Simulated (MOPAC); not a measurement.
MOPAC input (AM1):

```
AM1 1SCF UHF MS=0.5 GEO-OK AUX(PRECISION=9) THREADS=1
C4H10N

C    -0.55248586 1    1.40040833 1   -0.53782509 1
C    -0.40434339 1   -0.11930474 1   -0.32460386 1
C    -1.71299460 1   -0.72503629 1    0.18494553 1
C     0.72791941 1   -0.45537738 1    0.59088577 1
N     2.02834454 1   -0.20231928 1    0.14592625 1
H     0.38387242 1    1.83811911 1   -0.88521767 1
H    -0.82380145 1    1.89040471 1    0.40055380 1
H    -1.33149782 1    1.61966513 1   -1.27283730 1
H    -0.18544736 1   -0.56381516 1   -1.30672648 1
H    -1.63735214 1   -1.80937614 1    0.27681394 1
H    -2.54077600 1   -0.49205554 1   -0.48758116 1
H    -1.96270101 1   -0.32111035 1    1.16985199 1
H     0.58287662 1   -0.34778507 1    1.66049038 1
H     2.20603127 1   -0.47038234 1   -0.81294626 1
H     2.76181029 1   -0.53156906 1    0.75570083 1
```

Output:

```
 *******************************************************************************
 **                                                                           **
 **                              MOPAC v23.2.5                                **
 **                                                                           **
 *******************************************************************************
 ** MOPAC's Digital Object Identifier: https://doi.org/10.5281/zenodo.6511958 **
 **                                                                           **
 ** Please cite the open-source release paper for use of this MOPAC version:  **
 ** J. E. Moussa and J. J. P. Stewart (2026)                                  **
 ** MOPAC: An open-source semiempirical molecular orbital program             **
 ** J. Open Source Softw., 11(119), 8025, https://doi.org/10.21105/joss.08025 **
 *******************************************************************************

                              AM1 CALCULATION RESULTS

 *******************************************************************************
 *  AM1        - The AM1 Hamiltonian to be used
 *  GEO-OK     - OVERRIDE INTERATOMIC DISTANCE AND OTHER SAFETY CHECKS
 *  UHF        - UNRESTRICTED HARTREE-FOCK CALCULATION
 *  MS=        - IN MECI, MAGNETIC COMPONENT OF SPIN =  0.5
 *  1SCF       - DO 1 SCF AND THEN STOP
 *  AUX        - OUTPUT AUXILIARY INFORMATION
 *******************************************************************************
AM1 1SCF UHF MS=0.5 GEO-OK AUX(PRECISION=9) THREADS=1
 C4H10N

   ATOM   CHEMICAL          X               Y               Z
  NUMBER   SYMBOL      (ANGSTROMS)     (ANGSTROMS)     (ANGSTROMS)

     1       C         -0.55248586  *   1.40040833  *  -0.53782509  *
     2       C         -0.40434339  *  -0.11930474  *  -0.32460386  *
     3       C         -1.71299460  *  -0.72503629  *   0.18494553  *
     4       C          0.72791941  *  -0.45537738  *   0.59088577  *
     5       N          2.02834454  *  -0.20231928  *   0.14592625  *
     6       H          0.38387242  *   1.83811911  *  -0.88521767  *
     7       H         -0.82380145  *   1.89040471  *   0.40055380  *
     8       H         -1.33149782  *   1.61966513  *  -1.27283730  *
     9       H         -0.18544736  *  -0.56381516  *  -1.30672648  *
    10       H         -1.63735214  *  -1.80937614  *   0.27681394  *
    11       H         -2.54077600  *  -0.49205554  *  -0.48758116  *
    12       H         -1.96270101  *  -0.32111035  *   1.16985199  *
    13       H          0.58287662  *  -0.34778507  *   1.66049038  *
    14       H          2.20603127  *  -0.47038234  *  -0.81294626  *
    15       H          2.76181029  *  -0.53156906  *   0.75570083  *

          CARTESIAN COORDINATES

    NO.       ATOM           X           Y           Z

     1         C         -0.5525      1.4004     -0.5378
     2         C         -0.4043     -0.1193     -0.3246
     3         C         -1.7130     -0.7250      0.1849
     4         C          0.7279     -0.4554      0.5909
     5         N          2.0283     -0.2023      0.1459
     6         H          0.3839      1.8381     -0.8852
     7         H         -0.8238      1.8904      0.4006
     8         H         -1.3315      1.6197     -1.2728
     9         H         -0.1854     -0.5638     -1.3067
    10         H         -1.6374     -1.8094      0.2768
    11         H         -2.5408     -0.4921     -0.4876
    12         H         -1.9627     -0.3211      1.1699
    13         H          0.5829     -0.3478      1.6605
    14         H          2.2060     -0.4704     -0.8129
    15         H          2.7618     -0.5316      0.7557

  H: (AM1): M.J.S. DEWAR ET AL, J. AM. CHEM. SOC. 107 3902-3909 (1985)
  C: (AM1): M.J.S. DEWAR ET AL, J. AM. CHEM. SOC. 107 3902-3909 (1985)
  N: (AM1): M.J.S. DEWAR ET AL, J. AM. CHEM. SOC. 107 3902-3909 (1985)

           Empirical Formula: C4 H10 N  =    15 atoms

      MOLECULAR POINT GROUP   :   C1

          UHF CALCULATION, NO. OF ALPHA ELECTRONS =   16
                           NO. OF BETA  ELECTRONS =   15

 -------------------------------------------------------------------------------
 AM1 1SCF UHF MS=0.5 GEO-OK AUX(PRECISION=9) THREADS=1
 C4H10N

     1SCF WAS SPECIFIED, SO BFGS WAS NOT USED
     SCF FIELD WAS ACHIEVED

                              AM1 CALCULATION
                                                       MOPAC v23.2.5 Linux

          FINAL HEAT OF FORMATION =         -2.09537 KCAL/MOL =      -8.76703 KJ/MOL

          COSMO AREA              =        126.34 SQUARE ANGSTROMS
          COSMO VOLUME            =        114.96 CUBIC ANGSTROMS

          IONIZATION POTENTIAL    =          7.999455 EV
          ALPHA SOMO LUMO (EV)    =         -7.999  3.220
          BETA  SOMO LUMO (EV)    =        -10.753  1.682
          NO. OF ALPHA ELECTRONS  =         16
          NO. OF BETA  ELECTRONS  =         15
          MOLECULAR WEIGHT        =         72.1297         POINT GROUP:  C1

          MOLECULAR DIMENSIONS (Angstroms)

            Atom       Atom       Distance
            H    15    H    11     5.44653
            H    10    H     6     3.99132
            H    12    H    14     2.69177

          SCF CALCULATIONS        =          1

   ATOM   CHEMICAL          X               Y               Z
  NUMBER   SYMBOL      (ANGSTROMS)     (ANGSTROMS)     (ANGSTROMS)

     1       C         -0.55248586  *   1.40040833  *  -0.53782509  *
     2       C         -0.40434339  *  -0.11930474  *  -0.32460386  *
     3       C         -1.71299460  *  -0.72503629  *   0.18494553  *
     4       C          0.72791941  *  -0.45537738  *   0.59088577  *
     5       N          2.02834454  *  -0.20231928  *   0.14592625  *
     6       H          0.38387242  *   1.83811911  *  -0.88521767  *
     7       H         -0.82380145  *   1.89040471  *   0.40055380  *
     8       H         -1.33149782  *   1.61966513  *  -1.27283730  *
     9       H         -0.18544736  *  -0.56381516  *  -1.30672648  *
    10       H         -1.63735214  *  -1.80937614  *   0.27681394  *
    11       H         -2.54077600  *  -0.49205554  *  -0.48758116  *
    12       H         -1.96270101  *  -0.32111035  *   1.16985199  *
    13       H          0.58287662  *  -0.34778507  *   1.66049038  *
    14       H          2.20603127  *  -0.47038234  *  -0.81294626  *
    15       H          2.76181029  *  -0.53156906  *   0.75570083  *

                             CARTESIAN COORDINATES

   1    C       -0.552485860     1.400408330    -0.537825090
   2    C       -0.404343390    -0.119304740    -0.324603860
   3    C       -1.712994600    -0.725036290     0.184945530
   4    C        0.727919410    -0.455377380     0.590885770
   5    N        2.028344540    -0.202319280     0.145926250
   6    H        0.383872420     1.838119110    -0.885217670
   7    H       -0.823801450     1.890404710     0.400553800
   8    H       -1.331497820     1.619665130    -1.272837300
   9    H       -0.185447360    -0.563815160    -1.306726480
  10    H       -1.637352140    -1.809376140     0.276813940
  11    H       -2.540776000    -0.492055540    -0.487581160
  12    H       -1.962701010    -0.321110350     1.169851990
  13    H        0.582876620    -0.347785070     1.660490380
  14    H        2.206031270    -0.470382340    -0.812946260
  15    H        2.761810290    -0.531569060     0.755700830

           Empirical Formula: C4 H10 N  =    15 atoms

      MOLECULAR POINT GROUP   :   C1

          ALPHA EIGENVALUES
 -37.38316 -33.59654 -27.95124 -25.16358 -20.87813 -17.18634 -16.22604 -14.99416
 -14.22335 -13.48340 -12.93619 -12.60359 -11.96287 -11.84782 -11.30906  -7.99945
   3.22019   4.03618   4.18369   4.37956   4.74728   4.78152   4.83844   5.06088
   5.14422   5.29486   5.44767   5.48452   6.23198   6.27826

           BETA EIGENVALUES
 -37.00225 -33.38898 -27.89763 -24.51872 -20.58810 -17.07079 -16.11162 -14.79420
 -13.99168 -13.39592 -12.91146 -12.06493 -11.92304 -11.43013 -10.75296   1.68236
   3.57589   4.12716   4.34507   4.46900   4.80458   4.92019   4.97139   5.08418
   5.20483   5.39949   5.49895   5.54245   6.48004   6.75258

              NET ATOMIC CHARGES AND DIPOLE CONTRIBUTIONS

  ATOM NO.   TYPE          CHARGE      No. of ELECS.   s-Pop       p-Pop
    1          C          -0.202717        4.2027     1.22030     2.98242
    2          C          -0.068273        4.0683     1.19859     2.86969
    3          C          -0.197455        4.1975     1.21641     2.98104
    4          C          -0.212742        4.2127     1.28547     2.92727
    5          N          -0.303859        5.3039     1.52852     3.77533
    6          H           0.079414        0.9206     0.92059
    7          H           0.070834        0.9292     0.92917
    8          H           0.068973        0.9310     0.93103
    9          H           0.079144        0.9209     0.92086
   10          H           0.074469        0.9255     0.92553
   11          H           0.070574        0.9294     0.92943
   12          H           0.069440        0.9306     0.93056
   13          H           0.127208        0.8728     0.87279
   14          H           0.170381        0.8296     0.82962
   15          H           0.174608        0.8254     0.82539
 DIPOLE           X         Y         Z       TOTAL
 POINT-CHG.     0.322    -0.174    -0.175     0.405
 HYBRID         0.226    -0.440    -0.041     0.496
 SUM            0.547    -0.614    -0.216     0.850

          ATOMIC ORBITAL ELECTRON POPULATIONS

     Atom    s        px        py        pz
    1  C   1.22030   1.01901   0.94694   1.01646
    2  C   1.19859   0.93445   0.95264   0.98260
    3  C   1.21641   0.96047   1.00834   1.01223
    4  C   1.28547   0.85375   1.10038   0.97314
    5  N   1.52852   1.05697   1.63306   1.08530
    6  H   0.92059
    7  H   0.92917
    8  H   0.93103
    9  H   0.92086
   10  H   0.92553
   11  H   0.92943
   12  H   0.93056
   13  H   0.87279
   14  H   0.82962
   15  H   0.82539

                    (SZ)    =    0.500000
                    (S**2)  =    0.757053

          ATOMIC ORBITAL SPIN POPULATIONS

    Atom   Total    s     px     py     pz
         Atomic
    1  C  0.0463  0.008  0.003  0.031  0.004
    2  C -0.0635 -0.006 -0.020 -0.019 -0.019
    3  C  0.0076  0.001  0.004  0.001  0.001
    4  C  0.8956  0.075  0.028  0.745  0.047
    5  N  0.1358  0.017 -0.008  0.126  0.001
    6  H -0.0027 -0.003
    7  H -0.0028 -0.003
    8  H  0.0000  0.000
    9  H  0.0094  0.009
   10  H -0.0010 -0.001
   11  H -0.0022 -0.002
   12  H -0.0006 -0.001
   13  H -0.0354 -0.035
   14  H  0.0089  0.009
   15  H  0.0045  0.005

 **********************
 *                    *
 * JOB ENDED NORMALLY *
 *                    *
 **********************

 == MOPAC DONE ==
```

The geometry given is a B3LYP-D3(BJ)/def2-TZVP minimum.
